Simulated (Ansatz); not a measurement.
Start from `C1=N[SiH2]C[Se]1` and change one element to get `C1=N[SiH2]CS1`.

Ansatz, PBE0-D4/def2-TZVP geometries, multiplicity 1. 

Scalar relativity is left out up to krypton.

| property | `C1=N[SiH2]C[Se]1` |
| --- | --- |
| size of the dipole moment (B3LYP/def2-TZVPP) / D | 1.42 |
| LUMO energy (B3LYP/def2-TZVPP) / eV | -1.00 |
| LUMO energy (PBE0/def2-TZVPP) / eV | -0.79 |
| HOMO–LUMO gap (PBE/def2-TZVPP) / eV | 3.86 |
| HOMO energy (B3LYP/def2-TZVPP) / eV | -6.51 |
| size of the dipole moment (PBE/def2-TZVPP) / D | 1.39 |

Question: Give the same properties after the change, and the shifts. (An estimate is asked.)

Answer: The calculation gave: 
| property | `C1=N[SiH2]CS1` | shift |
| --- | --- | --- |
| size of the dipole moment (B3LYP/def2-TZVPP) / D | 1.63 | 0.21 |
| LUMO energy (B3LYP/def2-TZVPP) / eV | -0.94 | 0.06 |
| LUMO energy (PBE0/def2-TZVPP) / eV | -0.73 | 0.06 |
| HOMO–LUMO gap (PBE/def2-TZVPP) / eV | 4.17 | 0.31 |
| HOMO energy (B3LYP/def2-TZVPP) / eV | -6.80 | -0.29 |
| size of the dipole moment (PBE/def2-TZVPP) / D | 1.60 | 0.21 |

With PBE0 the HOMO falls by 0.30 eV and the LUMO rises by 0.06 eV, so the gap widens by about 0.36 eV. PBE moves the HOMO by -0.25 eV and ωB97M-V by -0.31 eV. Dipoles are sizes alone; their direction can turn.

B3LYP here is the variant with VWN-RPA as its local correlation; programs differ in this.

Spin–orbit coupling is left out; it splits and shifts lone-pair levels of the heavy atoms by tenths of an eV.
